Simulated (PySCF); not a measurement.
# Spin states of PdBr

Unrestricted PBE0; basis Pd def2-TZVPP with ECP28, Br def2-TZVPP; scalar-relativistic core potentials; PySCF 2.14. Outer shells of the fragments: Pd 4d10; Br 3d10 4s2 4p5.

Followed along the bond (rough minima from three points):

```tsv
2Ms+1	unpaired	⟨S²⟩ at the start	R at minimum (Å)	Te (eV)
2	σ ↑	0.75	2.37	0.00
2	π ↑	0.76	2.35	0.23
2	δ ↑	0.75	2.41	0.57
4	σ ↑↑, π ↑	3.76	2.40	2.52
```

Solutions found at the starting distance of 2.300 Å, counted from the lowest of them; the search is not exhaustive and high or unbound solutions are not listed, so other states can lie among these:

```csv
2Ms+1,unpaired,term,E (eV),⟨S²⟩,⟨Lz²⟩,μ (D)
2,σ ↑,²Σ⁺,0.00,0.75,0.00,-4.48
2,π ↑,²Π,0.22,0.76,1.01,-4.01
2,δ ↑,²Δ,0.60,0.75,4.01,-4.93
4,"σ ↑↑, π ↑",mixed,2.54,3.76,1.35,0.51
4,"σ ↑, π ↑↑",⁴Σ⁻,2.75,3.76,0.00,0.80
2,"σ ↑↑, π ↓",mixed,2.90,1.76,1.16,1.01
```

A term symbol is given only where ⟨S²⟩ and ⟨Lz²⟩ are close to those of a pure state; real π, δ and φ orbitals otherwise mix terms. A positive dipole means Pd(−)Br(+).

Spin–orbit coupling is left out. Counting both spins, an empty level lies below a filled one in some of these solutions, because spin and occupation are held. The state is the lowest single determinant that the PBE0 search found; with open d or f shells the true ground state can be another one.
